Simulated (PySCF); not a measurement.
C4H14GeO2Si, SMILES C[Si](O)(O)[Ge]([CH3])([CH3])[CH3], GFN2-xTB optimised geometry.

```
22

Si    -0.76    -1.06     0.00
C     -1.17    -1.99    -1.60
O      0.87    -1.06     0.00
O     -1.35     0.47     0.00
Ge    -1.71    -1.88     1.99
C     -1.59    -3.86     2.13
C     -3.63    -1.39     2.15
C     -0.78    -1.13     3.58
H     -0.64    -1.57    -2.45
H     -2.24    -1.95    -1.82
H     -0.89    -3.04    -1.52
H      1.35    -0.72     0.75
H     -1.15     1.06    -0.72
H     -2.14    -4.34     1.33
H     -2.01    -4.20     3.07
H     -0.56    -4.19     2.08
H     -3.76    -0.32     2.08
H     -4.22    -1.85     1.36
H     -4.03    -1.73     3.10
H      0.26    -1.46     3.62
H     -1.27    -1.46     4.50
H     -0.79    -0.04     3.57
```

Density from PBE0/def2-SVP in PySCF at that geometry.

Minimum of the electron density along straight lines between bonded atoms, close to the bond critical point (lines longer than 1.1 times the sum of covalent radii, or with two minima, are not listed):

```
bond     length / Å  ρ at the minimum / e bohr⁻³  ∇²ρ there / e bohr⁻⁵  position (fraction from the first atom)
-------  ----------  ---------------------------  --------------------  ---------------------------------------
Si1–C2        1.896                        0.114                  0.32                                     0.38
Si1–O3        1.637                        0.127                  1.05                                     0.41
Si1–O4        1.637                        0.126                  1.05                                     0.41
Si1–Ge5       2.346                        0.099                 -0.08                                     0.34
Ge5–C6        1.990                        0.120                  0.05                                     0.47
Ge5–C7        1.985                        0.121                  0.05                                     0.47
Ge5–C8        1.995                        0.119                  0.04                                     0.47
C2–H9         1.085                        0.271                 -0.96                                     0.62
C2–H10        1.085                        0.272                 -0.97                                     0.62
C2–H11        1.084                        0.272                 -0.97                                     0.62
O3–H12        0.954                        0.357                 -2.41                                     0.82
O4–H13        0.955                        0.356                 -2.39                                     0.82
C6–H14        1.086                        0.272                 -0.97                                     0.62
C6–H15        1.086                        0.272                 -0.97                                     0.62
C6–H16        1.086                        0.272                 -0.97                                     0.62
C7–H17        1.086                        0.274                 -0.99                                     0.63
C7–H18        1.086                        0.272                 -0.97                                     0.62
C7–H19        1.087                        0.272                 -0.97                                     0.62
C8–H20        1.087                        0.271                 -0.96                                     0.62
C8–H21        1.087                        0.272                 -0.97                                     0.62
C8–H22        1.087                        0.273                 -0.98                                     0.62
```
